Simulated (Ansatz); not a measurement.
`[F][SnH]([Cl])[SeH]` + NH₃ → `[NH2][SnH]([F])[Cl]` + H₂Se at 298.15 K and 1 bar (ligand exchange at the Sn–Se bond).

Calculated with Ansatz (gas phase, PBE0-D4/def2-TZVP geometries, no zero-point term in ΔE). CCSD(T)/CBS adds triple-zeta CCSD(T) − MP2 to the extrapolated MP2 energy (def2 sets, frozen cores). This one scheme is used for every species. Elements past krypton have def2 core potentials. For Se, Sn outer-core shells are correlated without core-valence functions, which leaves a few kJ/mol of doubt a bond. Scalar relativity is left out up to krypton. Each species was taken in one conformer, which may not be the lowest.

```json
{"species": "`[F][SnH]([Cl])[SeH]`", "CCSD(T)/CBS energy (Eh)": "-3175.60804", "H − E (kJ/mol)": "68.5", "S (J/(mol·K))": "374.0"}
{"species": "NH₃", "CCSD(T)/CBS energy (Eh)": "-56.50880", "H − E (kJ/mol)": "100.5", "S (J/(mol·K))": "192.4"}
{"species": "`[NH2][SnH]([F])[Cl]`", "CCSD(T)/CBS energy (Eh)": "-830.19021", "H − E (kJ/mol)": "112.9", "S (J/(mol·K))": "351.0"}
{"species": "H₂Se", "CCSD(T)/CBS energy (Eh)": "-2401.89790", "H − E (kJ/mol)": "45.8", "S (J/(mol·K))": "219.1"}
```

H − E and S are ideal-gas, rigid-rotor, harmonic terms from PBE0-D4/def2-TZVP, for one conformer and one mirror image of each species. 1 Eh = 2625.50 kJ/mol, R = 8.31446 J/(mol·K).

**Question.** By hand: ΔE, ΔH, ΔS and ΔG.

**Answer.** ΔE = (-830.19021) + (-2401.89790) − (-3175.60804) − (-56.50880) = 0.02873 Eh = 75.4 kJ/mol. Δ(H − E) = 112.9 + 45.8 − 68.5 − 100.5 = -10.3, so ΔH = 65.1 kJ/mol. ΔS = 351.0 + 219.1 − 374.0 − 192.4 = 3.7 J/(mol·K). ΔG = 65.1 − 298.15 × (3.7)/1000 = 64.0 kJ/mol.

**Question.** By hand: the equilibrium constant, and the temperature at which ΔG would vanish if ΔH and ΔS stayed fixed.

**Answer.** log₁₀ K = −ΔG/(RT ln 10) = -11.2. ΔG = 0 at ΔH/ΔS = 17595 K, far beyond where these terms or the molecules hold.

The number of gas molecules stays the same, so ΔS is small and ΔH decides. A doubt of 5 kJ/mol in ΔE shifts log₁₀ K by 0.9 here. Other conformers and mirror images would add mixing entropy, several J/(mol·K) or more a flexible species. These are equilibria of isolated gas molecules and say nothing of rates. Largest T1 diagnostic: 0.013 (customary marks: 0.02 for closed shells, 0.045 for open ones).
